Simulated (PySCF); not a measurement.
H$_{10}$Si$_{5}$, charge -1, doublet, at a GFN2-xTB geometry (a state made from the parent by changing its charge; the spin is typed, not shown lowest) (in this run its highest filled SCF level lies above zero, so its values depend strongly on the basis, on diffuse functions most of all); R2SCAN/6-31G run with PySCF.

Input for PySCF:
```python
from pyscf import gto, scf, dft

mol = gto.M(
    atom='''
Si    0.957547    1.343391    1.098534
Si    1.799188   -0.675108    0.376200
Si    0.233394   -1.651773   -0.995280
Si   -1.655614   -0.340993   -0.988454
Si   -1.339651    1.360828    0.530901
H     0.883500    1.299259    2.608486
H     2.154315    2.288434    1.111517
H     2.321527   -1.685433    1.337023
H     3.054696   -0.460601   -0.390620
H    -0.054016   -3.054627   -0.613039
H     0.752092   -1.885786   -2.363821
H    -2.824292   -1.170009   -0.591909
H    -2.074728   -0.061212   -2.389469
H    -1.444630    2.671965   -0.215614
H    -2.696567    1.549182    1.200849
''',
    basis='6-31g',
    charge=-1,
    spin=1,
    verbose=4,
    symmetry=True,
)

mf = dft.UKS(mol)
mf.xc = 'r2scan'
mf.kernel()
mf.analyze()
```

What the program printed (banner, timings and long lists left out):

```
PySCF version 2.14.0

[INPUT] verbose = 4
[INPUT] num. atoms = 15
[INPUT] num. electrons = 81
[INPUT] charge = -1
[INPUT] spin (= nelec alpha-beta = 2S) = 1
[INPUT] symmetry True subgroup None
[INPUT] Mole.unit = angstrom
[INPUT] Symbol           X                Y                Z      unit          X                Y                Z       unit  Magmom
[...]
nuclear repulsion = 495.526532472157
point group symmetry = C1
symmetry origin: [0. 0. 0.]
symmetry axis x: [1. 0. 0.]
symmetry axis y: [0. 1. 0.]
symmetry axis z: [0. 0. 1.]
num. orbitals of irrep A = 85
number of shells = 55
number of NR pGTOs = 270
number of NR cGTOs = 85
basis = 6-31g
ecp = {}

******** <class 'pyscf.dft.uks.UKS'> ********
method = UKS
initial guess = minao
damping factor = 0
level_shift factor = 0
DIIS = <class 'pyscf.scf.diis.CDIIS'>
diis_start_cycle = 1
diis_space = 8
diis_damp = 0
SCF conv_tol = 1e-09
SCF conv_tol_grad = None
SCF max_cycles = 50
direct_scf = True
direct_scf_tol = 1e-13
number electrons alpha = 41  beta = 40
XC library pyscf.dft.libxc version 7.1.2
    S. Lehtola, C. Steigemann, M. J. T. Oliveira, and M. A. L. Marques,  SoftwareX 7, 1–5 (2018)
XC functionals = r2scan
    J. W. Furness, A. D. Kaplan, J. Ning, J. P. Perdew, and J. Sun,  J. Phys. Chem. Lett. 11, 8208–8215 (2020)
    J. W. Furness, A. D. Kaplan, J. Ning, J. P. Perdew, and J. Sun,  J. Phys. Chem. Lett. 11, 9248–9248 (2020)
    J. W. Furness, A. D. Kaplan, J. Ning, J. P. Perdew, and J. Sun,  J. Phys. Chem. Lett. 11, 8208–8215 (2020)
    J. W. Furness, A. D. Kaplan, J. Ning, J. P. Perdew, and J. Sun,  J. Phys. Chem. Lett. 11, 9248–9248 (2020)
radial grids:
    Treutler-Ahlrichs [JCP 102, 346 (1995); DOI:10.1063/1.469408] (M4) radial grids

becke partition: Becke, JCP 88, 2547 (1988); DOI:10.1063/1.454033
pruning grids: <function nwchem_prune>
grids dens level: 3
symmetrized grids: True
atomic radii adjust function: <function treutler_atomic_radii_adjust>
small_rho_cutoff = 0
Set gradient conv threshold to 3.16228e-05
tot grids = 193984
init E= -1453.10197715739

cycle= 1 E= -1453.10181379618  delta_E= 0.000163  |g|= 0.121  |ddm|= 3.32
cycle= 2 E= -1453.10761270337  delta_E= -0.0058  |g|= 0.0859  |ddm|= 0.94
cycle= 3 E= -1453.11304895949  delta_E= -0.00544  |g|= 0.0527  |ddm|= 0.76
cycle= 4 E= -1453.11613930323  delta_E= -0.00309  |g|= 0.0066  |ddm|= 0.29
cycle= 5 E= -1453.11617621306  delta_E= -3.69e-05  |g|= 0.00245  |ddm|= 0.0358
cycle= 6 E= -1453.1161826001  delta_E= -6.39e-06  |g|= 0.000594  |ddm|= 0.0134
cycle= 7 E= -1453.11618305694  delta_E= -4.57e-07  |g|= 0.000207  |ddm|= 0.00497
cycle= 8 E= -1453.11618312272  delta_E= -6.58e-08  |g|= 6.19e-05  |ddm|= 0.0016
cycle= 9 E= -1453.11618312736  delta_E= -4.64e-09  |g|= 2.8e-05  |ddm|= 0.000335
cycle= 10 E= -1453.11618312818  delta_E= -8.26e-10  |g|= 7.22e-06  |ddm|= 0.000133
Extra cycle  E= -1453.1161831282  delta_E= -1.55e-11  |g|= 7.12e-06  |ddm|= 5.59e-05
converged SCF energy = -1453.1161831282  <S^2> = 0.75341981  2S+1 = 2.0034169
**** SCF Summaries ****
Total Energy =                       -1453.116183128198145
Nuclear Repulsion Energy =             495.526532472156703
One-electron Energy =                -3012.940553268637814
Two-electron Energy =                 1064.297837668282909
Two-electron Coulomb Energy =         1172.710259192198009
DFT Exchange-Correlation Energy =     -108.412421523915157
**** MO energy ****
                             alpha | beta                alpha | beta
[...]
To work with the spin densities directly, `use mulliken_meta_spin()` only printing them here.

 ** Mulliken spin pop alpha/beta on meta-lowdin orthogonal AOs **
 ** Mulliken Spin Density (per AO)  **
spin_pop of  0 Si 1s        0.00000
spin_pop of  0 Si 2s       -0.00000
spin_pop of  0 Si 3s        0.07348
spin_pop of  0 Si 4s        0.00237
spin_pop of  0 Si 2px      -0.00000
spin_pop of  0 Si 2py      -0.00000
spin_pop of  0 Si 2pz      -0.00000
spin_pop of  0 Si 3px       0.00303
spin_pop of  0 Si 3py       0.03292
[...]
spin_pop of  2 Si 1s       -0.00000
spin_pop of  2 Si 2s        0.00000
spin_pop of  2 Si 3s       -0.00178
spin_pop of  2 Si 4s       -0.00005
spin_pop of  2 Si 2px      -0.00000
spin_pop of  2 Si 2py       0.00000
spin_pop of  2 Si 2pz       0.00000
spin_pop of  2 Si 3px      -0.00376
spin_pop of  2 Si 3py       0.00468
spin_pop of  2 Si 3pz       0.01555
spin_pop of  2 Si 4px       0.00056
spin_pop of  2 Si 4py       0.00049
spin_pop of  2 Si 4pz       0.00121
spin_pop of  3 Si 1s        0.00000
spin_pop of  3 Si 2s        0.00000
spin_pop of  3 Si 3s       -0.00002
spin_pop of  3 Si 4s       -0.00008
spin_pop of  3 Si 2px      -0.00000
spin_pop of  3 Si 2py       0.00000
spin_pop of  3 Si 2pz      -0.00000
spin_pop of  3 Si 3px       0.00317
spin_pop of  3 Si 3py       0.02586
spin_pop of  3 Si 3pz      -0.00240
spin_pop of  3 Si 4px      -0.00031
spin_pop of  3 Si 4py       0.00257
spin_pop of  3 Si 4pz       0.00019
spin_pop of  4 Si 1s        0.00000
spin_pop of  4 Si 2s       -0.00000
spin_pop of  4 Si 3s        0.07349
spin_pop of  4 Si 4s        0.00237
spin_pop of  4 Si 2px      -0.00000
spin_pop of  4 Si 2py      -0.00000
spin_pop of  4 Si 2pz      -0.00000
spin_pop of  4 Si 3px      -0.00066
spin_pop of  4 Si 3py       0.04384
spin_pop of  4 Si 3pz       0.12064
spin_pop of  4 Si 4px       0.00145
spin_pop of  4 Si 4py       0.00386
spin_pop of  4 Si 4pz       0.00581
spin_pop of  5 H 1s        0.02569
spin_pop of  5 H 2s        0.00294
spin_pop of  6 H 1s        0.10393
spin_pop of  6 H 2s        0.00470
spin_pop of  7 H 1s        0.04720
spin_pop of  7 H 2s        0.00299
spin_pop of  8 H 1s        0.00590
spin_pop of  8 H 2s        0.00098
spin_pop of  9 H 1s        0.01591
spin_pop of  9 H 2s        0.00154
spin_pop of  10 H 1s        0.01591
spin_pop of  10 H 2s        0.00154
spin_pop of  11 H 1s        0.00591
spin_pop of  11 H 2s        0.00098
spin_pop of  12 H 1s        0.04720
spin_pop of  12 H 2s        0.00299
spin_pop of  13 H 1s        0.02568
spin_pop of  13 H 2s        0.00294
spin_pop of  14 H 1s        0.10393
spin_pop of  14 H 2s        0.00470
 ** Mulliken Spin Density (per atom)  **
spin density of  0 Si =      0.25077
spin density of  1 Si =      0.02900
spin density of  2 Si =      0.01689
spin density of  3 Si =      0.02897
spin density of  4 Si =      0.25080
spin density of  5 H =      0.02863
spin density of  6 H =      0.10863
spin density of  7 H =      0.05019
spin density of  8 H =      0.00688
spin density of  9 H =      0.01745
spin density of  10 H =      0.01745
spin density of  11 H =      0.00688
spin density of  12 H =      0.05019
spin density of  13 H =      0.02862
spin density of  14 H =      0.10864
 ** Mulliken pop alpha/beta on meta-lowdin orthogonal AOs **
 ** Mulliken pop       alpha | beta **
In total            41.00000 | 40.00000
 ** Mulliken atomic charges   ( Nelec_alpha | Nelec_beta ) **
charge of  0Si =     -0.09114  (     7.17096      6.92019 )
charge of  1Si =      0.02907  (     6.99996      6.97096 )
charge of  2Si =      0.02732  (     6.99478      6.97789 )
charge of  3Si =      0.02909  (     6.99994      6.97097 )
charge of  4Si =     -0.09112  (     7.17096      6.92016 )
charge of  5H =     -0.10704  (     0.56784      0.53920 )
charge of  6H =     -0.10843  (     0.60853      0.49990 )
charge of  7H =     -0.08870  (     0.56945      0.51925 )
charge of  8H =     -0.07304  (     0.53996      0.53308 )
charge of  9H =     -0.07441  (     0.54593      0.52848 )
charge of  10H =     -0.07441  (     0.54593      0.52848 )
charge of  11H =     -0.07304  (     0.53996      0.53308 )
charge of  12H =     -0.08870  (     0.56944      0.51926 )
charge of  13H =     -0.10703  (     0.56783      0.53921 )
charge of  14H =     -0.10843  (     0.60854      0.49990 )

WARN: System has nonzero charge -1; the dipole moment is origin-dependent.
Location of origin: [0. 0. 0.]

Dipole moment(X, Y, Z, Debye):  0.27596, -1.95379, -1.17734
```
